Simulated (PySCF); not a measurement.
## He (helium, neutral) across methods

1s2, closed-shell 1S. Calculation: PySCF 2.14, in def2-QZVPPD (4s4p2d1f, 33 functions); the non-relativistic Hamiltonian (point nucleus).

```csv
method,E (hartree),mean ε 1s (eV),Σ⟨r²⟩ (bohr²),⟨S²⟩
PBEsol,-2.8576,-15.482,2.515,0.000
M06,-2.9099,-18.253,2.400,0.000
UHF,-2.86162,-24.978,2.369,0.000
LDA,-2.8347,-15.508,2.557,0.000
PW91,-2.8998,-15.853,2.488,0.000
TPSSh,-2.9090,-17.218,2.411,0.000
r2SCAN,-2.9049,-16.530,2.430,0.000
PBE,-2.8928,-15.748,2.493,0.000
```

(1) Estimate the same row for PBE0.

## Answers

(1) E (hartree) = -2.8951; mean ε 1s (eV) = -18.213; Σ⟨r²⟩ (bohr²) = 2.449; ⟨S²⟩ = 0.000.
